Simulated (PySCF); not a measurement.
AlClH4O3Si, SMILES [OH][Al]([OH])[O][SiH2]Cl. Atoms are numbered in the order given.

```xyz
10

Si     1.6535     0.1932    -0.6486
Cl     1.9413    -0.0751     1.4035
O      0.0471     0.3489    -0.9200
Al    -1.5039    -0.0445    -0.3250
O     -1.8757    -1.6777    -0.0879
O     -2.6633     1.1544    -0.0272
H      2.2171    -0.9937    -1.3373
H      2.3655     1.4340    -1.0408
H     -2.7199    -1.9921     0.2475
H     -2.5280     2.0987    -0.1428
```
Charge 0, spin multiplicity 1.

Geometry optimised at B3LYP-D3(BJ)/def2-SVP. The structure was generated by enumeration; whether it is a known compound was not checked. Other conformers were not sampled.

Two levels are set side by side: PBE/pcSseg-1 (PySCF) and KT2/pcSseg-1 (PySCF). GIAO shifts against H2O (¹⁷O), HCl (³⁵Cl), TMS (²⁹Si), TMS (¹H) at the same level; non-relativistic, no solvent, atoms listed together averaged. Without spin–orbit terms, shifts of atoms bonded to Cl or Br come out too high at both levels. Differences are taken from unrounded values.

```tsv
quantity	PBE
δ(²⁹Si) of Si1 (ppm)	-15.3
δ(³⁵Cl) of Cl2 (ppm)	88.4
δ(¹⁷O) of O3 (ppm)	77.0
```

### Question
These are the PBE values. What does KT2 give? (The exact figures need the calculation; the answer reports its results.)

### Answer

```csv
quantity,KT2,PBE minus KT2
δ(²⁹Si) of Si1 (ppm),-13.1,-2.3
δ(³⁵Cl) of Cl2 (ppm),90.7,-2.3
δ(¹⁷O) of O3 (ppm),72.6,4.4
```

Rough cost on one machine, each run with all the roots and properties that it gave: KT2 against PBE within a factor of 2.
